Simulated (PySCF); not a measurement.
An excited-state table with gaps

C6H5Cl.
InChI=1S/C6H5Cl/c1-2-3-5-4-6(5)7/h4H2,1H3

Method: PySCF, TDDFT PBE0/def2-SVPD, vertical, gas phase, core orbitals frozen in the response. Isolated species at its GFN2-xTB geometry, gas phase.

Lowest singlets, with some entries withheld (?).

| state | E (eV) | f | main configurations (H = HOMO, L = LUMO) |
| --- | --- | --- | --- |
| S1 | 4.84 | 0.0001 | H-1→L (98%) |
| S2 | 4.91 | 0.299 | H→L (88%) |
| S3 | 5.53 | 0.0008 | H→L+1 (81%), H→L+2 (9%) |
| S4 | ? | ? | ? |
| S5 | ? | ? | ? |
| S6 | 6.35 | 0.0033 | H→L+3 (63%), H→L+2 (28%) |

Task: Fill in the withheld entries.

Result: 
- S4: E = 6.00 eV; f = 0.0023; H→L+2 (44%), H→L+3 (24%), H-2→L (17%)
- S5: E = 6.08 eV; f = 0.0000; H-2→L (81%), H→L+2 (12%)

Task: How far apart are S3 and S6, in eV and cm⁻¹?

Result: 6.346 − 5.530 = 0.816 eV, or about 6580 cm⁻¹.

Task: Where do the lowest triplets lie (Tamm–Dancoff)?

Result: T1 3.04 eV, H→L (96%); T2 4.49 eV, H-1→L (89%). E(S1) − E(T1) = +1.80 eV.

Task: What is the mean static polarisability from the same response equations?

Result: 93.7 au (13.89 Å³), with principal values 55.7, 75.1 and 150.5 au.

Hardware: an Intel Xeon Platinum 8259CL at 2.50 GHz with one thread, shared host. Cost: 26 s, 0.75 GiB resident at most.
